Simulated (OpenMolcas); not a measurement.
# 5s² 5p along the 49-electron sequence

```yaml
Program: OpenMolcas 26.06
Method: RASSCF
Basis: ANO-RCC-VTZP
Scalar_Hamiltonian: DKH2, point nucleus
Spin-orbit_coupling: state interaction with AMFI integrals over the reference wave functions, term energies averaged over their components
```

Active space for each ion: 3 electrons in 9 orbitals (RAS2 5s 5p; RAS3 5d, at most 2 electrons).

Computed levels in cm-1 above ²P°_1/2:

```
                                Level  Sb2+  Te3+    I4+   Xe5+
                              ²P°_3/2  5827  8210  11039  13697
weight of ²P° in the lowest level (%)   100   100    100    100
```

Measured, with the error of the calculation in %. Measured levels: Sb2+, Te3+ from Moore, Atomic Energy Levels, vol. III, NSRDS-NBS 35 (1971 reprint of NBS Circular 467, 1958); Xe5+ from Saloman, J. Phys. Chem. Ref. Data 33, 765 (2004).

| Level | Sb2+ | Te3+ | Xe5+ |
| --- | --- | --- | --- |
| ²P°_3/2 | 6576 (-11.4) | 9223 (-11.0) | 15599 (-12.2) |

The fine-structure level ²P°_3/2 changes by a factor of 2.35 from Sb2+ to Xe5+. Its fourth root runs 8.74, 9.52, 10.25, 10.82, with steps per unit of Z of 0.78, 0.73, 0.57; equal steps would mean a (Z - σ)^4 law with constant σ.

Active for correlation alone: 5d; no level in the range computed is led by a configuration that fills it, so any true level of that kind is missing. Computed and measured levels are paired by configuration, term and J; levels that our copy of the source lacks, or whose pairing is in doubt (as where it misses far off the trend of its configuration), stay unpaired and out of the deviations. Only configurations of the active space appear.

° marks odd parity.
